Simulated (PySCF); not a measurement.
# C₆ coefficients of unlike pairs at UHF

Calculated with PySCF 2.14 from the dipole response of each species, C₆(A,B) = (3/π) ∫ α_A(iu) α_B(iu) du, in atomic units, from isotropic polarisabilities. For ions this is the dispersion term alone; charge-induced terms of lower order in 1/R come first.

```
species           configuration                                                                                 basis      relativity  α (bohr³)  C₆ (like pair)
     Pt  [Xe] 4f14 5d9 6s1 (3D)                                             aug-cc-pwCVDZ-PP with ECP60MDF (6s6p5d3f)  core potential      52.64           461.3
     Ar               [Ar] (1S)                                                                aug-cc-pwCVDZ (6s5p3d)            none      9.677           56.19
     S⁻       [Ne] 3s2 3p5 (2P)  aug-cc-pV(Q+d)Z with one added diffuse shell each of s, p, d, f, g type (8s7p6d4f3g)            none      51.28           492.8
   Te²⁺  [Kr] 4d10 5s2 5p2 (3P)          x2c-TZVPPall with one added diffuse shell each of s, p, d, f type (9s7p5d3f)   spin-free X2C      15.54           105.6
```

**Question.** Estimate C₆ for S⁻ with Ar.

**Answer.** The integral gives 149.1. The combination rule 2 C_A C_B / (C_A α_B/α_A + C_B α_A/α_B) gives 141.7 and the geometric mean 166.4.

No spin-orbit coupling is included.

The other pairs:

| pair | C₆ |
| --- | --- |
| Ar, Pt | 145.6 |
| Te²⁺, Ar | 76.28 |
| Te²⁺, Pt | 208.5 |
| Te²⁺, S⁻ | 214.7 |
| S⁻, Pt | 473.4 |
